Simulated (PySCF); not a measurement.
**Correlation energy of Tc (technetium, neutral)**

[Kr] 4d7, high-spin 4F determinant (an excited configuration). All numbers are calculated (PySCF 2.14, scalar relativity through the core potential, in aug-cc-pwCVDZ-PP with ECP28MDF). Frozen: 4s2 4p6; 7 electrons correlated.

| level | correlation energy (mhartree) |
| --- | --- |
| CCSD | -162.23 |
| (T) | -9.06 |
| CCSD(T) | -171.29 |

Diagnostics: T1 = 0.011, D1 = 0.0204, largest double amplitude 0.037.

Cost of the coupled-cluster step: roughly 16 core-seconds, for 7 correlated electrons.

Iterations:

```
CC2 = 0
CCSD nocc = (np.int64(5), np.int64(2)), nmo = (66, 66)
frozen orbitals [[0, 1, 2, 3], [0, 1, 2, 3]]
max_cycle = 100
direct = 0
conv_tol = 1e-08
conv_tol_normt = 1e-06
diis_space = 8
diis_start_cycle = 0
Init t2, MP2 energy = -0.159202463391028
Init E_corr(UCCSD) = -0.159202463395992
cycle = 1  E_corr(UCCSD) = -0.158593710446653  dE = 0.000608752949  norm(t1,t2) = 0.0504143
cycle = 2  E_corr(UCCSD) = -0.160552750668884  dE = -0.00195904022  norm(t1,t2) = 0.0226267
cycle = 3  E_corr(UCCSD) = -0.160716100253267  dE = -0.000163349584  norm(t1,t2) = 0.0154733
cycle = 4  E_corr(UCCSD) = -0.16172413203963  dE = -0.00100803179  norm(t1,t2) = 0.0115263
cycle = 5  E_corr(UCCSD) = -0.161984889728416  dE = -0.000260757689  norm(t1,t2) = 0.00612859
cycle = 6  E_corr(UCCSD) = -0.162106349864418  dE = -0.000121460136  norm(t1,t2) = 0.00416173
cycle = 7  E_corr(UCCSD) = -0.16215753820614  dE = -5.11883417e-05  norm(t1,t2) = 0.00235862
cycle = 8  E_corr(UCCSD) = -0.162218467585503  dE = -6.09293794e-05  norm(t1,t2) = 0.00148716
cycle = 9  E_corr(UCCSD) = -0.162225443656706  dE = -6.9760712e-06  norm(t1,t2) = 0.000548416
cycle = 10  E_corr(UCCSD) = -0.162224569095746  dE = 8.7456096e-07  norm(t1,t2) = 0.000257105
cycle = 11  E_corr(UCCSD) = -0.162226037909406  dE = -1.46881366e-06  norm(t1,t2) = 0.000143982
cycle = 12  E_corr(UCCSD) = -0.162226551884842  dE = -5.13975436e-07  norm(t1,t2) = 6.4574e-05
cycle = 13  E_corr(UCCSD) = -0.162226709425532  dE = -1.5754069e-07  norm(t1,t2) = 2.76055e-05
cycle = 14  E_corr(UCCSD) = -0.162226605894949  dE = 1.03530583e-07  norm(t1,t2) = 1.31495e-05
cycle = 15  E_corr(UCCSD) = -0.162226684680487  dE = -7.87855386e-08  norm(t1,t2) = 6.63359e-06
cycle = 16  E_corr(UCCSD) = -0.162226728634584  dE = -4.39540963e-08  norm(t1,t2) = 3.38716e-06
cycle = 17  E_corr(UCCSD) = -0.16222678440989  dE = -5.57753068e-08  norm(t1,t2) = 1.96066e-06
cycle = 18  E_corr(UCCSD) = -0.16222681406309  dE = -2.96531999e-08  norm(t1,t2) = 1.10498e-06
cycle = 19  E_corr(UCCSD) = -0.162226836037098  dE = -2.1974008e-08  norm(t1,t2) = 6.42098e-07
cycle = 20  E_corr(UCCSD) = -0.162226846795314  dE = -1.07582155e-08  norm(t1,t2) = 3.72579e-07
cycle = 21  E_corr(UCCSD) = -0.162226853379022  dE = -6.58370855e-09  norm(t1,t2) = 2.47341e-07
UCCSD converged
E(UCCSD) = -79.87557251045894  E_corr = -0.1622268533790224
UCCSD(T) correction = -0.00905653626766286
```
